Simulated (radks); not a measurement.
Initial-state core-level shifts of the bromine ion Br3+ when its valence configuration changes from [Ar] 3d10 4s2 4p2. Calculated with a radial shooting solver on a logarithmic mesh with Libxc functionals: scalar-relativistic Kohn-Sham, PBEsol, spin-polarised, spherical densities, point nucleus; open shells are filled with parallel spins first. Shifts are changes of the shell-averaged eigenvalues in eV (positive: less bound).

valence,2s,2p,3s,3p
3d10 4p4,-2.974,-2.948,-3.028,-3.007
3d10 4s1 4p3,-1.095,-1.078,-1.171,-1.158
3d8 4s2 4p4,-37.344,-37.116,-28.187,-27.760
3d9 4s2 4p3,-18.083,-17.965,-13.863,-13.639
3d10 4s1.5 4p2.5,-0.584,-0.577,-0.618,-0.612
3d9.5 4s2 4p2.5,-8.935,-8.876,-6.912,-6.797
3d9 4s1.5 4p3.5,-18.799,-18.672,-14.586,-14.357
